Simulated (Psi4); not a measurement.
Psi4 input (wB97X-D/6-31G*):

```
memory 1500 MB

molecule {
-1 1
N    -2.18613200    1.00830500   -0.18368700
Si   -1.17016100   -0.28430800   -0.27200400
N     0.33691700    0.10221700    0.60266400
Si    1.93087200   -0.16389700    0.09072700
H    -3.17908500    0.80065100   -0.18421200
H    -0.54513600   -0.72950300   -1.59490800
H    -1.64644800   -1.62570300    0.26956300
H     0.17716900    0.83755700    1.27855400
H     2.22900000   -1.60515100   -0.15032500
H     2.88903300    0.29272700    1.14688900
H     2.37001800    0.53063900   -1.16052600
symmetry c1
no_reorient
no_com
}

set {
  basis 6-31G*
  reference rks
  scf_type pk
  dft_radial_points 99
  dft_spherical_points 590
  e_convergence 1e-8
  d_convergence 1e-7
  maxiter 150
}

e = energy('wb97x-d')
print_out(f'\nFINAL {e:.10f} DIPOLE {variable("CURRENT DIPOLE")[0]:.6f} {variable("CURRENT DIPOLE")[1]:.6f} {variable("CURRENT DIPOLE")[2]:.6f}\n')
```

From the output:

```
      10A     -3.527555    11A     -3.526263    12A     -3.523849
      13A     -0.756204    14A     -0.636249    15A     -0.476469
      16A     -0.412132    17A     -0.344358    18A     -0.289915
      19A     -0.284601    20A     -0.260791    21A     -0.248191
      22A     -0.215450    23A     -0.154526    24A     -0.099063
      25A     -0.066751

    Virtual:

      26A      0.249723    27A      0.292801    28A      0.307486
      29A      0.321634    30A      0.345766    31A      0.361619
      32A      0.373871    33A      0.406527    34A      0.420376
      35A      0.438151    36A      0.457048    37A      0.470944
      38A      0.488010    39A      0.522484    40A      0.541197
      41A      0.594905    42A      0.622777    43A      0.685761
      44A      0.791964    45A      0.833877    46A      0.861566
      47A      0.884970    48A      0.910029    49A      0.937548
      50A      0.940030    51A      1.001221    52A      1.101282
      53A      1.108663    54A      1.130546    55A      1.180350
      56A      1.196717    57A      1.239101    58A      1.270883
      59A      1.286249    60A      1.338496    61A      1.365695
      62A      1.372427    63A      1.401787    64A      1.426542
      65A      1.434471    66A      1.459464    67A      1.493637
      68A      1.523777    69A      2.053770    70A      2.090602
      71A      2.133912    72A      2.220120    73A      2.298458
      74A      2.486148    75A      2.576450    76A      2.651514
      77A      2.708105    78A      2.822617    79A      3.173139
      80A      3.273067    81A      3.989039    82A      4.025387

    Final Occupation by Irrep:
              A
    DOCC [    25 ]
    NA   [    25 ]
    NB   [    25 ]

  @RKS Final Energy:  -692.65739724018260

   => Energetics <=

    Nuclear Repulsion Energy =            216.2105187227951149
    One-Electron Energy =               -1395.9441427515632768
    Two-Electron Energy =                 528.8022687311938625
    DFT Exchange-Correlation Energy =     -41.7219642299584024
    Empirical Dispersion Energy =          -0.0040777126498346
    VV10 Nonlocal Energy =                  0.0000000000000000
    Total Energy =                       -692.6573972401826040

Computation Completed

Properties will be evaluated at   0.000000,   0.000000,   0.000000 [a0]

Properties computed using the SCF density matrix

 Multipole Moments:

 ------------------------------------------------------------------------------------
     Multipole            Electronic (a.u.)      Nuclear  (a.u.)        Total (a.u.)
 ------------------------------------------------------------------------------------

 L = 1.  Multiply by 2.5417464519 to convert [e a0] to [Debye]
 Dipole X            :          1.5609694           -0.0000000            1.5609694
 Dipole Y            :         -0.4174364            0.0000019           -0.4174345
 Dipole Z            :          0.5646588           -0.0000076            0.5646513
 Magnitude           :                                                    1.7116390

 ------------------------------------------------------------------------------------

FINAL -692.6573972402 DIPOLE 1.560969 -0.417434 0.564651

*** Psi4 exiting successfully. Buy a developer a beer!
```

The dipole moment of an ion depends on the origin.

The geometry given is a B3LYP-D3(BJ)/def2-TZVP minimum.
